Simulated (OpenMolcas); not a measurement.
## d5 ions of charge +3 down a group on the Y site of Cs2NaYF6

* Program: OpenMolcas 26.06
* Method: SS-CASPT2, IPEA 0.25 Eh, imaginary shift 0.1 Eh
* Spin-orbit coupling: RASSI with atomic mean-field integrals over the reference wave functions

The d shell is active; CASPT2 correlates the ligand valence shells and the outer metal core. Each dopant is a cluster with its nearest anions in model potentials and point charges, with no relaxation. Distances were set from a Shannon-type radius of the metal (high-spin where two are listed) plus a fixed donor radius (F 1.31 Å), in hosts weighted 0.65 to 0.35 with the host's distance in the model lattice. Ligand basis ANO-RCC-VDZP, DKH2 Hamiltonian. States (labels of O, the rotations of Oh). Energies in cm-1 above the lowest state or level, χT in cm3 K/mol; under a threefold ground state the first gap can be a small split of the lowest multiplet, not the spin-orbit step; 10Dq and B are least-squares fits to the states below 45000 cm-1, weighted by degeneracy, with a free offset, and given where the rms deviation is under 5 % of |10Dq| (or 100 cm-1) and under 700 cm-1. Spin-only χT is S(S+1) / 2 for the spin of the ground state.

```tsv
Ion	Shell	R (Å)	Metal basis	Ground state	First state of that spin	10Dq	B (rms of fit)	First gap with spin-orbit (degeneracies)	χT at 300 K	First state of another spin	Spin-only χT
Fe3+	3d5	2.033	ANO-RCC-VTZP	6A1				20190 (6, 2)	4.384	4T1 20350	4.375
Ru3+	4d5	2.056	ANO-RCC-VTZP	2T2	2A2 16740	20532	575 (487)	2000 (2, 4)	0.661	6A1 9460	0.375
```

Below the highest spin of the shell: Ru3+. χT departs most from the spin-only value for Ru3+, by +0.286 cm3 K/mol.

Roots that are degenerate in the reference are averaged as groups; the widest CASPT2 spread within a group is 680 cm-1 (the 3-fold group of multiplicity 4 near 54400 cm-1 above the lowest state of its run, Ru3+). Shifts and gaps below about the spread of the groups concerned are not significant. Over all roots computed the reference weight is 0.69 to 0.73 in Fe3+, 0.70 to 0.72 in Ru3+; a low but even weight reflects the number of correlated electrons. Ligand-to-metal charge-transfer states are missing. With no ligand orbital active B as a rule stays too high, so bands that hang on it stand too high and its fall with covalency is understated. With one d shell and no ligand orbital active, 10Dq can be off by a tenth or more. These CASPT2 states fit no ligand-field parameters well, so their order and spin gaps are uncertain (holds for Fe3+). Free-ion shares, where given, are those of the reference states; single-state CASPT2 does not remix them (holds for Fe3+). An orbital triplet at a regular site is open to Jahn-Teller coupling, which can distort the site and quench the lowest spin-orbit gaps and is left out (holds for Ru3+). This shell can be high or low spin here, a state of another spin lies low, and with metal d orbitals alone active their balance is uncertain, so the ground spin may be wrong, although the usual error favours high spin (holds for Ru3+). No measured value stands beside these numbers; the geometry was set by hand and not optimised.
